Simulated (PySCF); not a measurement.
Correlation energy of Ta(2+) (tantalum, charge +2)

[Xe] 4f14 5d2 6s1, high-spin 4F determinant (an excited configuration). Computed with PySCF 2.14 in aug-cc-pVDZ-PP with ECP60MDF (5s5p4d2f, 54 functions), with scalar relativity through the core potential. Frozen: 5s2 5p6; 3 electrons correlated.

```json
{"level": "CCSD", "correlation energy (mhartree)": "-12.01"}
{"level": "(T)", "correlation energy (mhartree)": "-0.04"}
{"level": "CCSD(T)", "correlation energy (mhartree)": "-12.05"}
```

Diagnostics: T1 = 0.0019, D1 = 0.0031, largest double amplitude 0.022.

Question: Is a single reference adequate?

Answer: Yes, within this model without spin-orbit coupling: T1 lies below 0.03 and no double amplitude reaches 0.07.
